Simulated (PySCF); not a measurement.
PySCF job for CF, SMILES [C]F (connectivity only; charge and spin as stated), charge +1, multiplicity 1, TDA-PBE/def2-TZVPD. Geometry optimised at PBE0-D3(BJ)/def2-TZVPD.

```python
import numpy as np
from pyscf import gto, scf, dft, tdscf

mol = gto.M(
    atom='''
    C     0.00000000    0.00000000   -0.69177940
    F     0.00000000    0.00000000    0.46118627
    ''',
    basis='def2-TZVPD',
    charge=1,
    spin=0,
    symmetry=True,
    symmetry_subgroup='C2v',
    max_memory=1600,
    verbose=4,
)
mf = dft.RKS(mol, xc='pbe').density_fit(auxbasis='def2-universal-jkfit')
mf.grids.level = 3
mf.conv_tol = 1e-9
mf.max_cycle = 100
mf.kernel()
mf.grids = dft.Grids(mol).set(level=1).build(with_non0tab=True)  # coarser grid for the response kernel
td = tdscf.TDA(mf)
td.singlet = True
td.nstates = 10
td.conv_tol = 1e-4
td.positive_eig_threshold = 1e-6
td.kernel(x0=td.get_init_guess(mf, 15))
td.analyze()
tt = tdscf.TDA(mf)
tt.singlet = False
tt.nstates = 4
tt.conv_tol = 1e-4
tt.positive_eig_threshold = 1e-6
tt.kernel(x0=tt.get_init_guess(mf, 9))
tt.analyze(verbose=3)
```

Program output:

```
PySCF version 2.14.0

[INPUT] verbose = 4
[INPUT] num. atoms = 2
[INPUT] num. electrons = 14
[INPUT] charge = 1
[INPUT] spin (= nelec alpha-beta = 2S) = 0
[INPUT] symmetry True subgroup C2v
[INPUT] Mole.unit = angstrom
[INPUT] Symbol           X                Y                Z      unit          X                Y                Z       unit  Magmom
[INPUT]  1 C      0.000000000000   0.000000000000  -0.691779400000 AA    0.000000000000   0.000000000000  -1.307273604616 Bohr   0.0
[INPUT]  2 F      0.000000000000   0.000000000000   0.461186270000 AA    0.000000000000   0.000000000000   0.871515742710 Bohr   0.0

nuclear repulsion = 24.7844061043726
point group symmetry = Coov, use subgroup C2v
symmetry origin: [0.00000000e+00 0.00000000e+00 3.77945219e-09]
symmetry axis x: [1. 0. 0.]
symmetry axis y: [0. 1. 0.]
symmetry axis z: [0. 0. 1.]
num. orbitals of irrep A1 = 35
num. orbitals of irrep A2 = 8
num. orbitals of irrep B1 = 17
num. orbitals of irrep B2 = 17
number of shells = 27
number of NR pGTOs = 107
number of NR cGTOs = 77
basis = def2-TZVPD
ecp = {}


[settings echo left out]
init E= -138.040271524033
HOMO (A1) = -0.35035117951848  LUMO (B2) = -0.102646194171747  gap/eV = 6.74040
cycle= 1 E= -137.306772952669  delta_E= 0.733  |g|= 0.418  |ddm|= 1.12
HOMO (A1) = -0.828984311148989  LUMO (B2) = -0.596179852503008  gap/eV = 6.33493
cycle= 2 E= -137.260453923898  delta_E= 0.0463  |g|= 0.743  |ddm|= 0.682
HOMO (A1) = -0.763971186255219  LUMO (B1) = -0.546235648405654  gap/eV = 5.92489
cycle= 3 E= -137.341751984771  delta_E= -0.0813  |g|= 0.301  |ddm|= 0.385
HOMO (A1) = -0.741936546159089  LUMO (B2) = -0.516142962431695  gap/eV = 6.14416
cycle= 4 E= -137.354609503717  delta_E= -0.0129  |g|= 0.0164  |ddm|= 0.11
HOMO (A1) = -0.739756725947579  LUMO (B2) = -0.512027936228297  gap/eV = 6.19682
cycle= 5 E= -137.354663371758  delta_E= -5.39e-05  |g|= 0.00644  |ddm|= 0.0157
HOMO (A1) = -0.739073480284453  LUMO (B2) = -0.511657515909052  gap/eV = 6.18830
cycle= 6 E= -137.354670836293  delta_E= -7.46e-06  |g|= 0.000141  |ddm|= 0.00327
HOMO (A1) = -0.739128309361384  LUMO (B1) = -0.511684613587132  gap/eV = 6.18906
cycle= 7 E= -137.354670841412  delta_E= -5.12e-09  |g|= 3.05e-05  |ddm|= 0.000245
HOMO (A1) = -0.739119690373929  LUMO (B2) = -0.51167846560444  gap/eV = 6.18899
cycle= 8 E= -137.354670841598  delta_E= -1.86e-10  |g|= 5.37e-06  |ddm|= 3.23e-05
HOMO (A1) = -0.739119744557147  LUMO (B2) = -0.511678277513732  gap/eV = 6.18900
Extra cycle  E= -137.354670841572  delta_E= 2.6e-11  |g|= 1.41e-05  |ddm|= 6.94e-06
converged SCF energy = -137.354670841572
tot grids = 10480
Overwritten attributes  positive_eig_threshold  of <class 'pyscf.tdscf.rks.TDA'>


******** <class 'pyscf.tdscf.rks.TDA'> for <class 'pyscf.df.df_jk.DFSymAdaptedRKS'> ********
nstates = 10 singlet
deg_eia_thresh = 1.000e-03
wfnsym = None
conv_tol = 0.0001
eigh lindep = 1e-12
eigh level_shift = 0
eigh max_cycle = 100


Excitation energies (eV)
[ 8.47420364  8.47420364 11.5176549  11.81660625 11.81660922 14.6967758
 16.07323396 16.07323396 16.61518557 16.66983041]

** Singlet excitation energies and oscillator strengths **
Excited State   1:   B2      8.47420 eV    146.31 nm  f=0.1253
       4 -> 9        -0.10637
       7 -> 9        -0.69627
Excited State   2:   B1      8.47420 eV    146.31 nm  f=0.1253
       4 -> 8        -0.10637
       7 -> 8        -0.69627
Excited State   3:   A2     11.51765 eV    107.65 nm  f=0.0000
       5 -> 9         0.50000
       6 -> 8        -0.50000
Excited State   4:   A2     11.81661 eV    104.92 nm  f=0.0000
       5 -> 9        -0.49993
       6 -> 8        -0.49993
Excited State   5:   A1     11.81661 eV    104.92 nm  f=0.0000
       5 -> 8         0.49993
       6 -> 9        -0.49993
Excited State   6:   A1     14.69678 eV     84.36 nm  f=0.0021
       5 -> 8         0.19572
       6 -> 9         0.19572
       7 -> 10        0.64455
Excited State   7:   B1     16.07323 eV     77.14 nm  f=0.1490
       4 -> 8        -0.68884
Excited State   8:   B2     16.07323 eV     77.14 nm  f=0.1490
       4 -> 9        -0.68884
Excited State   9:   A1     16.61519 eV     74.62 nm  f=0.0098
       5 -> 8         0.19257
       6 -> 9         0.19257
       7 -> 10       -0.11303
       7 -> 11       -0.61980
       7 -> 14        0.11212
Excited State  10:   B2     16.66983 eV     74.38 nm  f=0.0312
       7 -> 13       -0.70026

** Transition electric dipole moments (AU) **
state          X           Y           Z        Dip. S.      Osc.
  1        -0.0000     -0.7770      0.0000      0.6037      0.1253
  2        -0.7770     -0.0000      0.0000      0.6037      0.1253
  3        -0.0000      0.0000     -0.0000      0.0000      0.0000
  4         0.0000     -0.0000      0.0000      0.0000      0.0000
  5         0.0000      0.0000      0.0000      0.0000      0.0000
  6        -0.0000      0.0000      0.0765      0.0058      0.0021
  7         0.6151      0.0000      0.0000      0.3783      0.1490
  8         0.0000      0.6151     -0.0000      0.3783      0.1490
  9        -0.0000     -0.0000      0.1553      0.0241      0.0098
 10         0.0000     -0.2765     -0.0000      0.0764      0.0312

** Transition velocity dipole moments (imaginary part, AU) **
state          X           Y           Z        Dip. S.      Osc.
  1        -0.0000     -0.0573      0.0000      0.0033      0.0070
  2        -0.0573     -0.0000      0.0000      0.0033      0.0070
  3        -0.0000      0.0000     -0.0000      0.0000      0.0000
  4         0.0000     -0.0000      0.0000      0.0000      0.0000
  5        -0.0000     -0.0000      0.0000      0.0000      0.0000
  6        -0.0000      0.0000      0.1287      0.0166      0.0204
  7         0.1593      0.0000     -0.0000      0.0254      0.0286
  8         0.0000      0.1593     -0.0000      0.0254      0.0286
  9        -0.0000     -0.0000      0.2627      0.0690      0.0753
 10         0.0000     -0.2049     -0.0000      0.0420      0.0457

** Transition magnetic dipole moments (imaginary part, AU) **
state          X           Y           Z
  1         1.2405      0.0000      0.0000
  2         0.0000     -1.2405      0.0000
  3         0.0000      0.0000     -0.0000
  4         0.0000     -0.0000     -0.0000
  5        -0.0000     -0.0000      0.0000
  6        -0.0000     -0.0000      0.0000
  7         0.0000     -0.3716      0.0000
  8         0.3716     -0.0000     -0.0000
  9        -0.0000     -0.0000      0.0000
 10         0.1979      0.0000     -0.0000


******** <class 'pyscf.tdscf.rks.TDA'> for <class 'pyscf.df.df_jk.DFSymAdaptedRKS'> ********
nstates = 4 triplet
deg_eia_thresh = 1.000e-03
wfnsym = None
conv_tol = 0.0001
eigh lindep = 1e-12
eigh level_shift = 0
eigh max_cycle = 100


Excitation energies (eV)
[ 4.5646835   4.5646835  10.15811569 10.61676589]

** Triplet excitation energies and oscillator strengths **
Excited State   1:   B2      4.56468 eV    271.62 nm  f=0.0000
Excited State   2:   B1      4.56468 eV    271.62 nm  f=0.0000
Excited State   3:   A1     10.15812 eV    122.05 nm  f=0.0000
Excited State   4:   A1     10.61677 eV    116.78 nm  f=0.0000
```

The run converged.
